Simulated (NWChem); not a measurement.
System: CaF₂ anion, doublet; SMILES of the neutral closed-shell parent [F][Ca][F]

Here is an NWChem input.

```
start job
memory heap 200 mb stack 900 mb global 1100 mb
charge -1
geometry units angstroms
  Ca    -0.346201     0.379789     0.000000
  F      0.327533    -0.359310     1.798765
  F      0.327533    -0.359310    -1.798765
end
basis spherical
  * library 3-21g
end
dft
  odft
  mult 2
  xc b3lyp
  iterations 150
end
driver
  maxiter 120
end
task dft optimize
task dft freq
```

Sets without diffuse functions describe the anion's extra electron poorly. The spin multiplicity was typed, not searched, and may not be the lowest. No stability test was run on the SCF state. The highest occupied level is positive, so the extra electron may be held by the finite basis. B3LYP is NWChem's, with the RPA form of VWN correlation.

The level has its own optimisation; frequencies are unscaled.

Task: Predict the main results of this run. (B3LYP/3-21G, spin-unrestricted.) Quantities: r Ca–F (Å); highest harmonic frequency (cm⁻¹); lowest (cm⁻¹); zero-point energy (kcal/mol).

Result: 
```yaml
r Ca–F (Å): 2.130
highest harmonic frequency (cm⁻¹): 466
lowest (cm⁻¹): 127
zero-point energy (kcal/mol): 1.5
```
